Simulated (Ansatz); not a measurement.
Consider the hydrogenolysis of a Ga–Br bond: `[OH][Ga]([OH])[Br]` + H₂ → `[OH][GaH][OH]` + HBr.

Gas-phase electronic energies from Ansatz, PBE0-D4/def2-TZVP geometries. CCSD(T)/CBS is the MP2 limit (def2-TZVPP, def2-QZVPP) plus CCSD(T) − MP2 in def2-TZVPP, frozen cores. This one scheme is used for every species. DFT in def2-TZVPP. For Br, Ga outer-core shells are correlated without core-valence functions, which leaves a few kJ/mol of doubt a bond. Scalar relativity is left out up to krypton. One conformer a species, not always the lowest.

`[OH][Ga]([OH])[Br]`:

```xyz
6

O     0.709   -0.440    1.261
Ga   -0.204    0.225   -0.106
O    -0.070   -0.555   -1.686
Br   -1.535    2.043    0.120
H     0.582    0.042    2.082
H     0.518   -1.315   -1.670
```

H₂:

Z-matrix (Å, degrees):
```
H
H 1 0.746
```

`[OH][GaH][OH]`:

Z-matrix (Å, degrees):
```
Ga
O 1 1.777
O 1 1.786 2 112.5
H 1 1.547 2 121.7 3 180.0
H 2 0.960 1 112.6 3 0.0
H 3 0.959 1 114.9 2 -180.0
```

HBr:

Cartesian coordinates in Å:
```
Br 0.177 0.324 0.607
H -0.177 -0.324 -0.607
```

```tsv
level	ΔE (kcal/mol)
r2SCAN0	24.9
MP2/def2-TZVPP	26.2
```

**Question.** What does CCSD(T)/CBS give? (An estimate is asked.)

**Answer.** Computed: +24.3 kcal/mol. The listed levels differ from it by 0.6, 1.9 kcal/mol.

Largest T1 diagnostic among the species: 0.015.

Leaving LDA and LC-ωPBE aside and taking each functional with its dispersion term where it has one, the values, not all of them listed here, spread over 3.4 kcal/mol, from B97M-V to r2SCAN0-D4. LDA lies −1.5 kcal/mol from PBE without D4. From BLYP to BHLYP (50 % exact exchange), in def2-TZVPP and without D4, ΔE moves by +1.5 kcal/mol. The D4 term adds +1.7 kcal/mol with B3LYP and +0.9 kcal/mol with PBE0; it sums over pairs of atoms, weighted by their polarisabilities, and B3LYP, whose exchange is more repulsive, gets the larger term.

B3LYP here is the variant with VWN-RPA as its local correlation; programs differ in this.
